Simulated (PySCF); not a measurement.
SMILES Cl[Si](Cl)(Cl)[SiH2][SiH2]Br, singlet (GFN2-xTB optimised geometry):

```
11

Cl    -0.528    -3.034     1.572
Si     0.070    -1.912     0.000
Cl     2.111    -1.912     0.000
Cl    -0.507    -2.875    -1.695
Si    -0.682     0.282     0.000
Si     0.566     1.552    -1.495
Br    -0.379     3.548    -1.775
H     -2.111     0.337    -0.341
H     -0.581     0.861     1.348
H      1.916     1.912    -1.069
H      0.631     1.047    -2.863
```

Calculation: PBE0/def2-TZVP in PySCF.

**Question.** What are the frontier orbital energies and the dipole moment?

**Answer.** HOMO-2 -9.02 eV, HOMO-1 -8.45 eV, HOMO -8.16 eV, LUMO -1.56 eV, LUMO+1 -1.00 eV; dipole moment 0.56 D.

Meta-Löwdin charges at PBE0/def2-TZVP: Cl1 -0.25, Si2 0.77, Cl3 -0.27, Cl4 -0.26, Si5 0.10, Si6 0.41, Br7 -0.27, H8 -0.04, H9 -0.04, H10 -0.07, H11 -0.07.
